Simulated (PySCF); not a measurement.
## Computed spin Hamiltonian

C4H6N3OSi (doublet state).
Z-matrix (Å and degrees, GFN2-xTB geometry), rows numbered from 1:
```
N 
C   1  1.2140
C   2  1.3513  1  159.31
C   3  1.4441  2  125.54  1    82.24
C   4  1.3577  3  104.60  2   175.85
Si  5  1.8786  4  133.24  3  -179.09
N   6  1.7208  5  103.63  4   -29.38
O   5  1.3454  4  109.33  3    -0.70
N   3  1.3462  2  125.14  1  -103.68
H   1  1.0154  2  123.12  3  -171.71
H   4  1.0689  3  126.83  2    -4.74
H   6  1.4630  5  110.78  4    83.57
H   6  1.4676  5  107.28  4  -154.64
H   7  1.0067  6  118.88  5   173.32
H   7  1.0078  6  119.74  5   -47.04
```

The hyperfine couplings belong to this conformer and change with its torsions.

Identity: `N[SiH2]c1cc(/[C]=N/[H])no1` [radical].

Computed with PySCF, UKS B3LYP, pcH-1 on C H N O Si, non-relativistic, mean-field spin-orbit, GIAO. Isolated species at its GFN2-xTB geometry (one conformer only). Couplings are sensitive to structure, and on GFN2-xTB geometries they can be far from those on DFT ones. The frame is twisted about the C2–C3 bond at this geometry (dihedral N1–C2–C3–C4 = 82°); couplings at other torsion angles weren't computed. No stability test was run, so a lower SCF solution isn't excluded.

* g1, g2, g3: 2.00149, 2.00210, 2.00401
* g_iso: 2.00253
* Form of g: rhombic: the two nearest values differ by 24 % of g3 − g1
* ⟨S²⟩: 0.7694 (exact 0.7500)
* α and β electrons: 37, 36
* HOMO–LUMO gap, α and β orbitals: 3.73, 5.13 eV
* Basis functions: 295

Isotropic coupling and dipolar principal values T1 to T3, in mT (MHz turned into mT with g_iso):

```
atom  isotope  a_iso  of which spin–orbit     T1     T2    T3  Mulliken spin population
  N1      14N   0.93                 0.00  -0.39  -0.32  0.70                      0.11
  C2      13C   1.68                -0.01  -1.70  -1.60  3.30                      0.50
  C3      13C  -0.80                 0.00  -0.64   0.17  0.47                     -0.11
  C4      13C   0.33                 0.00  -0.24  -0.20  0.44                      0.08
  C5      13C  -0.39                 0.00  -0.45   0.20  0.25                     -0.07
 Si6     29Si  -0.09                 0.00  -0.02   0.01  0.01                      0.00
  N7      14N  -0.01                 0.00   0.00   0.00  0.00                      0.00
  O8      17O  -0.40                 0.00  -1.22   0.57  0.65                      0.07
  N9      14N   0.62                 0.00  -0.72  -0.67  1.39                      0.37
 H10       1H   5.69                 0.00  -0.37  -0.22  0.59                      0.05
 H11       1H  -0.20                 0.00  -0.09  -0.06  0.15                      0.00
 H12       1H  -0.17                 0.00  -0.02  -0.01  0.03                      0.00
 H13       1H  -0.03                 0.00  -0.02  -0.02  0.04                      0.00
 H14       1H  -0.01                 0.00  -0.01  -0.01  0.02                      0.00
 H15       1H   0.00                 0.00  -0.02  -0.01  0.03                      0.00
```

The Mulliken spin populations are largest on C2 (+0.50), N9 (+0.37), N1 (+0.11) and C3 (-0.11).

The SMILES `[H]/N=[C]/c1cc([SiH2]N)on1` draws the unpaired electron on C2, whose computed spin population is only +0.50.

Axes: g1 points within 11° of the C2–C3 bond.

Under fast tumbling the dipolar parts average out, and these isotropic splittings remain: 1 × 1H (H10, I = 1/2, 2 lines) with 5.69 mT, 1 × 14N (N1, I = 1, 3 lines) with 0.93 mT, 1 × 14N (N9, I = 1, 3 lines) with 0.62 mT, 1 × 1H (H11, I = 1/2, 2 lines) with 0.20 mT and 2 × 1H (H12/H13, I = 1/2, 3 lines) with 0.10 mT.

Class means assume fast exchange of nuclei equivalent by connectivity; if that motion is slow, each nucleus keeps its own coupling.

The 13C coupling of C2 (47.2 MHz) shows only in satellite lines or after enrichment, since that isotope makes up about 1.07 % of natural carbon.

The 17O coupling of O8 (-11.3 MHz) shows only in satellite lines or after enrichment, since that isotope makes up about 0.038 % of natural oxygen.

The spin density at the nucleus, in bohr⁻³, is negative for C3 (-0.0199), C5 (-0.0098) and H11 (-0.0012), for instance. A restricted open-shell determinant has no negative spin density anywhere; here it arises because α and β orbitals differ (spin polarisation).
